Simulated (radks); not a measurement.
The numbers below are computed, except where a source is named.
Question: Ionisation of Si2+, [Ne] 3s2, to Si3+, [Ne] 3s1, under several functionals. Scalar-relativistic Kohn-Sham, spin-polarised, spherical densities, finite nucleus; open shells are filled with parallel spins first; a radial shooting solver on a logarithmic mesh with Libxc functionals. The NIST Atomic Spectra Database gives 33.493 eV (measured). Rank these functionals by the error of their Delta-SCF ionisation energy: OLYP; exchange-only PBE; revPBE; AM05; LDA (Slater exchange, VWN5 correlation); exchange-only r2SCAN; exchange-only LDA; PBEsol; r2SCAN; TASK exchange with Perdew-Wang LDA correlation.

Answer: From best to worst: LDA (Slater exchange, VWN5 correlation) 33.593 eV (+0.100); revPBE 33.343 eV (-0.150); PBEsol 33.287 eV (-0.206); OLYP 33.275 eV (-0.218); AM05 33.204 eV (-0.289); r2SCAN 32.935 eV (-0.558); exchange-only PBE 32.568 eV (-0.925); TASK exchange with Perdew-Wang LDA correlation 32.036 eV (-1.457); exchange-only LDA 31.979 eV (-1.514); exchange-only r2SCAN 31.866 eV (-1.627).
